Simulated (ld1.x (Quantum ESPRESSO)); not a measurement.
# u(r) = r·R(r): atom against pseudo-atom (indium)

Columns: radius, all-electron u(r) and pseudo u(r) of the 5s shell (level -8.21 eV) of indium in the configuration [Kr] 4d10 5s2 5p1; PBE, scalar-relativistic, TM scheme, ld1.x (Quantum ESPRESSO) 7.5.

```tsv
r (bohr)	all-electron	pseudo
0.118	-0.0907	0.0150
0.236	0.1996	0.0310
0.354	0.0976	0.0490
0.472	-0.1451	0.0702
0.590	-0.2979	0.0958
0.708	-0.3171	0.1271
0.826	-0.2362	0.1656
0.944	-0.1018	0.2121
1.062	0.0500	0.2671
1.180	0.1969	0.3297
1.298	0.3273	0.3976
1.416	0.4364	0.4670
1.534	0.5234	0.5330
1.652	0.5896	0.5907
1.770	0.6373	0.6364
1.888	0.6690	0.6684
2.006	0.6873	0.6871
2.124	0.6944	0.6944
2.242	0.6925	0.6925
2.360	0.6833	0.6833
2.478	0.6685	0.6685
2.596	0.6492	0.6492
2.714	0.6267	0.6267
2.832	0.6018	0.6018
2.950	0.5752	0.5752
3.068	0.5477	0.5477
```

Q: How many radial nodes do the two functions have?

A: The all-electron 5s function has n − l − 1 = 4 (the table is too coarse to show those close to the nucleus); the pseudo-wave has 0, since the states of the same l below it are removed with the core.

Q: At about which radius was the pseudo-wave matched?

A: 2.25 bohr. The columns agree to 0.0005 from 2.01 bohr on; several derivatives are matched, so the curves merge somewhat inside the radius.

Q: Is the pseudo-wave norm-conserving?

A: Yes: the TM scheme keeps the norm inside the radius equal to the all-electron one, which fixes the energy derivative of the logarithmic derivative at the level.
